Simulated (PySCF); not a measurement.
# CaS⁻: script and output

File input.py (PySCF 2.14):

```python
from pyscf import gto, scf, mp

mol = gto.M(
    atom='Ca 0 0 0; S 0 0 2.612',
    basis='def2-svpd',
    charge=-1,
    spin=1,
    symmetry=True,
    verbose=4,
)
mf = scf.UHF(mol)
mf.kernel()
mp.MP2(mf, frozen=10).kernel()
mf.dip_moment()
print('orbital energies (hartree):', [e[max(0, n-3):n+3].round(4) for e, n in zip(mf.mo_energy, mol.nelec)])
```

```bash
$ OMP_NUM_THREADS=1 python input.py
```

The log (some set-up lines and the per-cycle HOMO/LUMO lines with their warnings removed):

```
PySCF version 2.14.0

[INPUT] verbose = 4
[INPUT] num. atoms = 2
[INPUT] num. electrons = 37
[INPUT] charge = -1
[INPUT] spin (= nelec alpha-beta = 2S) = 1
[INPUT] symmetry True subgroup None
[INPUT] Mole.unit = angstrom
[INPUT] Symbol           X                Y                Z      unit          X                Y                Z       unit  Magmom
[INPUT]  1 Ca     0.000000000000   0.000000000000   0.000000000000 AA    0.000000000000   0.000000000000   0.000000000000 Bohr   0.0
[INPUT]  2 S      0.000000000000   0.000000000000   2.612000000000 AA    0.000000000000   0.000000000000   4.935964637364 Bohr   0.0

nuclear repulsion = 64.8302861770291
point group symmetry = Coov
symmetry origin: [0.         0.         2.19376206]
symmetry axis x: [1. 0. 0.]
symmetry axis y: [0. 1. 0.]
symmetry axis z: [0. 0. 1.]
num. orbitals of irrep A1 = 22
num. orbitals of irrep E1x = 12
num. orbitals of irrep E1y = 12
num. orbitals of irrep E2x = 4
num. orbitals of irrep E2y = 4
number of shells = 22
number of NR pGTOs = 109
number of NR cGTOs = 54
basis = def2-svpd
ecp = {}

******** <class 'pyscf.scf.uhf_symm.SymAdaptedUHF'> ********
method = SymAdaptedUHF
initial guess = minao
damping factor = 0
level_shift factor = 0
DIIS = <class 'pyscf.scf.diis.CDIIS'>
diis_start_cycle = 1
diis_space = 8
diis_damp = 0
SCF conv_tol = 1e-09
SCF conv_tol_grad = None
SCF max_cycles = 50
direct_scf = True
direct_scf_tol = 1e-13
number electrons alpha = 19  beta = 18
Freeze 0 electrons in irreps []
    37 free electrons in irreps A1 E1x E1y E2x E2y
Set gradient conv threshold to 3.16228e-05
init E= -1073.88485468188

cycle= 1 E= -1073.99616227601  delta_E= -0.111  |g|= 0.347  |ddm|= 1.38
cycle= 2 E= -1074.02859533688  delta_E= -0.0324  |g|= 0.337  |ddm|= 1.11
cycle= 3 E= -1074.12636988499  delta_E= -0.0978  |g|= 0.0332  |ddm|= 0.549
cycle= 4 E= -1074.13162633568  delta_E= -0.00526  |g|= 0.017  |ddm|= 0.211
cycle= 5 E= -1074.13406655114  delta_E= -0.00244  |g|= 0.0101  |ddm|= 0.161
cycle= 6 E= -1074.13491078999  delta_E= -0.000844  |g|= 0.00509  |ddm|= 0.101
cycle= 7 E= -1074.13508187589  delta_E= -0.000171  |g|= 0.00249  |ddm|= 0.0434
cycle= 8 E= -1074.13511972398  delta_E= -3.78e-05  |g|= 0.000986  |ddm|= 0.0214
cycle= 9 E= -1074.13512571018  delta_E= -5.99e-06  |g|= 0.00047  |ddm|= 0.00885
cycle= 10 E= -1074.13512739094  delta_E= -1.68e-06  |g|= 0.000271  |ddm|= 0.00369
cycle= 11 E= -1074.13512813602  delta_E= -7.45e-07  |g|= 0.000174  |ddm|= 0.00251
cycle= 12 E= -1074.13512849829  delta_E= -3.62e-07  |g|= 7.39e-05  |ddm|= 0.00219
cycle= 13 E= -1074.13512854461  delta_E= -4.63e-08  |g|= 2.11e-05  |ddm|= 0.000895
cycle= 14 E= -1074.13512854632  delta_E= -1.71e-09  |g|= 1.03e-05  |ddm|= 0.000125
cycle= 15 E= -1074.13512854659  delta_E= -2.63e-10  |g|= 2.78e-06  |ddm|= 7.25e-05
Extra cycle  E= -1074.13512854661  delta_E= -2.32e-11  |g|= 1.6e-06  |ddm|= 1.34e-05
converged SCF energy = -1074.13512854661  <S^2> = 0.75327411  2S+1 = 2.0032714

******** <class 'pyscf.mp.ump2.UMP2'> ********
nocc = (np.int64(9), np.int64(8)), nmo = (44, 44)
frozen orbitals 10
E(UMP2) = -1074.40070222452  E_corr = -0.265573677913874
E(SCS-UMP2) = -1074.38681130167  E_corr = -0.251682755062203
E_corr(same-spin) = -0.0773142212705139
E_corr(oppo-spin) = -0.18825945664336

WARN: System has nonzero charge -1; the dipole moment is origin-dependent.
Location of origin: [0. 0. 0.]

Dipole moment(X, Y, Z, Debye):  0.00000,  0.00000, -11.15182
orbital energies (hartree): [array([-0.0943, -0.0943, -0.0733,  0.1272,  0.1272,  0.1534]), array([-0.1197, -0.0937, -0.0937,  0.1187,  0.1503,  0.1503])]
```

In short: E(SCF) = -1074.135129 Eh, 15 cycles, E(MP2) − E(SCF) = -0.26557 Eh, ⟨S²⟩ = 0.753.

Hardware: Arm Neoverse V2, 1 thread, shared host. Wall time 0.94 s.

The bond length is a typed value, not an optimised one. The dipole of an ion depends on the origin. No search for the lowest solution was made.
